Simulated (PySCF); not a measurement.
Cd(Br)(OH) (BrCdHO), SMILES [OH][Cd][Br].

Geometry: B3LYP-D3(BJ)/def2-TZVP. The def2 effective core potentials stand for the cores of Cd; spin–orbit coupling is left out. One conformer was computed; it need not be the lowest.

Calculation: IEF-PCM-ωB97X/def2-SVP run with PySCF 2.14.0.

The values are the electrostatic part of the solvation free energy, E(continuum) − E(gas) at the gas-phase geometry, in a cavity of scaled van der Waals radii (PySCF's table); cavitation and dispersion terms are not included. A continuum can't describe solvent molecules that bind to the metal. In vacuum the orbital gap is 10.47 eV. The dipole moment in vacuum is 1.85 D.

```tsv
solvent	ε	ΔG(elec) (kcal/mol)	dipole (D)	gap (eV)
water	78.36	(withheld)	(withheld)	(withheld)
chloroform	4.71	-12.4	2.35	10.88
1-octanol	9.86	-15.3	2.47	10.97
```

### Question
Complete the blanks. (An estimate is asked for; the answer gives what the named calculation found.)

### Answer

- water, ΔG(elec) (kcal/mol): -17.8
- water, dipole (D): 2.59
- water, gap (eV): 11.05
